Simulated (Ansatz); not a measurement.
Consider the redistribution: `C[SiH2]N[SiH](O)O` + `C[NH][ZnH]` → `C[SiH2][NH][ZnH]` + `CN[SiH](O)O`.

Program: Ansatz. Geometries: PBE0-D4/def2-TZVP. ΔE: electronic, gas phase. CCSD(T)/CBS is the MP2 limit (def2-TZVPP, def2-QZVPP) plus CCSD(T) − MP2 in def2-TZVPP, frozen cores. DFT in def2-TZVPP. B3LYP here is the variant with VWN-RPA as its local correlation; programs differ in this. For Zn outer-core shells are correlated without core-valence functions, which leaves a few kJ/mol of doubt a bond. Scalar relativity is left out up to krypton. One conformer a species, not always the lowest.

Problem. Is it downhill or uphill in electronic energy at CCSD(T)/CBS, and by how much? (Best estimate.)

Solution. The calculation gave: Downhill: ΔE = -18.4 kJ/mol.

Problem. What do these levels give: PBE-D4, r2SCAN-D4, PBE0-D4, ωB97M-V, B2PLYP, B3LYP, SCS-MP2/def2-TZVPP, MP2/def2-QZVPP, SCS-MP2/def2-QZVPP, HF/CBS(def2), MP2/CBS(def2), CCSD/CBS(def2)? (An estimate is asked.)

Solution. Ansatz gave: PBE-D4 -15.4, r2SCAN-D4 -17.6, PBE0-D4 -17.2, ωB97M-V -17.4, B2PLYP -16.2, B3LYP -14.6, SCS-MP2/def2-TZVPP -18.2, MP2/def2-QZVPP -18.7, SCS-MP2/def2-QZVPP -18.3, HF/CBS(def2) -19.0, MP2/CBS(def2) -18.8, CCSD/CBS(def2) -18.5 kJ/mol.

Largest T1 diagnostic among the species: 0.015.
